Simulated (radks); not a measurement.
Spin polarisation of the 4f11 shell in Er3+. Start: [Xe] 4f(up 5.5, down 5.5); electrons of 4f are moved from spin down to spin up, other shells keep equal spins. Method: non-relativistic Kohn-Sham, PBE, spin-polarised, spherical densities, point nucleus; computed with a radial shooting solver on a logarithmic mesh with Libxc functionals.

| moment (Bohr magnetons) | E - E(0) (eV) | e(4f up) (eV) | e(4f down) (eV) | 5p down minus up (eV) |
|---|---|---|---|---|
| 0 | 0.000 | -40.179 | -40.179 | 0.000 |
| 0.75 | -0.118 | -40.488 | -39.856 | 0.201 |
| 1.5 | -0.474 | -40.782 | -39.518 | 0.403 |
| 2.25 | -1.066 | -41.061 | -39.165 | 0.605 |
| 3 | -1.896 | -41.326 | -38.798 | 0.808 |

At moment 3 the spin-polarisation energy is -1.896 eV and the 4f exchange splitting 2.528 eV, that is 0.843 eV per Bohr magneton; E = -I m^2/4 would give I = 0.843 eV.
